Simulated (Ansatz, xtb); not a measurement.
C4H4N2SSi: which of two isomers lies lower

Structure a: `N#Cc1cnc([SiH3])s1`, a singlet. Structure b: `N#Cc1csc([SiH3])n1`, a singlet. Both are isolated molecules in the gas phase, relaxed with r2SCAN-D4/def2-SVP.

Problem. Estimate which is lower in electronic energy at CCSD(T)/def2-SVP + ΔMP2/def2-TZVPP, and by roughly how much.

Solution. Too close to call at this level: CCSD(T)/def2-SVP + ΔMP2/def2-TZVPP gives E(b) − E(a) = −0.018 eV.

The same difference at several levels:

```tsv
level	geometry	E(b) − E(a) (eV)	departure from the last row (eV)	job, with rough time for the two
GFN2-xTB	GFN2-xTB	+0.055	+0.073	optimisation, 0.28 s
HF/STO-3G	GFN2-xTB	−0.025	−0.007	single point, 1 s
r2SCAN-D4/def2-SVP//GFN2-xTB	GFN2-xTB	+0.040	+0.058	single point, 6.6 s
r2SCAN-D4/def2-SVP	r2SCAN-D4/def2-SVP	+0.036	+0.054	optimisation, 48 s
HF/def2-SVP	r2SCAN-D4/def2-SVP	−0.023	−0.004	part of the CCSD(T) run
MP2/def2-SVP	r2SCAN-D4/def2-SVP	−0.007	+0.011	part of the CCSD(T) run
CCSD(T)/def2-SVP	r2SCAN-D4/def2-SVP	0.000	+0.018	single point
CCSD(T)/def2-SVP + ΔMP2/def2-TZVPP	r2SCAN-D4/def2-SVP	−0.018		single point, 1.7 min
```

As drawn, both hold the same kinds of bond in the same numbers.

The largest departure from CCSD(T)/def2-SVP + ΔMP2/def2-TZVPP is that of GFN2-xTB, 0.073 eV. The last row adds to CCSD(T) the change of the MP2 difference between the two basis sets, here −0.018 eV.

With thermal terms from frequencies at re-optimised GFN2-xTB minima (ideal gas, soft modes damped towards free rotors, one conformer each, 298.15 K, 1 atm): the zero-point term adds −0.003 eV; ΔH is −0.022 and ΔG −0.021 eV.

The correlated steps freeze 16 core orbitals. Codes used: Ansatz 0.2.0, xtb 6.7.1; the last row on 2 threads of Intel(R) Xeon(R) Platinum 8488C (Sapphire Rapids) on a shared host.
